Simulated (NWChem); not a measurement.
Species: C₂H₉PSi; SMILES C[SiH](C)P

```xyz
13

Si    -0.0094     0.4388     0.4052
C      1.5101     1.3434    -0.2719
C     -1.6083     1.2069    -0.2552
P     -0.0354    -1.7998    -0.0582
H     -0.0033     0.5294     1.8955
H      1.5470     1.2929    -1.3663
H      2.4377     0.9079     0.1158
H      1.4906     2.4023     0.0154
H     -2.4897     0.6925     0.1431
H     -1.6547     1.1565    -1.3494
H     -1.6769     2.2628     0.0331
H      0.2803    -1.6599    -1.4432
H      1.3205    -2.0328     0.3186
```
Atoms are numbered in this order, from 1.

All runs: NWChem. Structure relaxed at the B3LYP/6-31G* (spherical d) level. B3LYP is NWChem's, with the RPA form of VWN correlation. Ions are spin-unrestricted doublets at the neutral geometry; other ion states weren't tried.

```json
[
 {"level": "B3LYP/def2-SVP", "vertical ionisation energy, ΔSCF (eV)": "9.19", "−ε(HOMO) (eV)": "6.84", "ΔSCF minus −ε(HOMO) (eV)": "2.35"},
 {"level": "PBE/def2-SVP", "vertical ionisation energy, ΔSCF (eV)": "9.03", "−ε(HOMO) (eV)": "5.95", "ΔSCF minus −ε(HOMO) (eV)": "3.08"},
 {"level": "M06-2X/def2-SVP", "vertical ionisation energy, ΔSCF (eV)": "___", "−ε(HOMO) (eV)": "___", "ΔSCF minus −ε(HOMO) (eV)": "___"},
 {"level": "LRC-wPBEh/def2-SVP", "vertical ionisation energy, ΔSCF (eV)": "9.27", "−ε(HOMO) (eV)": "8.93", "ΔSCF minus −ε(HOMO) (eV)": "0.34"},
 {"level": "PBE0/def2-SVP", "vertical ionisation energy, ΔSCF (eV)": "9.19", "−ε(HOMO) (eV)": "7.10", "ΔSCF minus −ε(HOMO) (eV)": "2.09"}
]
```

Task: What belongs in the gaps?

Result: 
- M06-2X/def2-SVP, vertical ionisation energy, ΔSCF (eV): 9.26
- M06-2X/def2-SVP, −ε(HOMO) (eV): 8.10
- M06-2X/def2-SVP, ΔSCF minus −ε(HOMO) (eV): 1.16
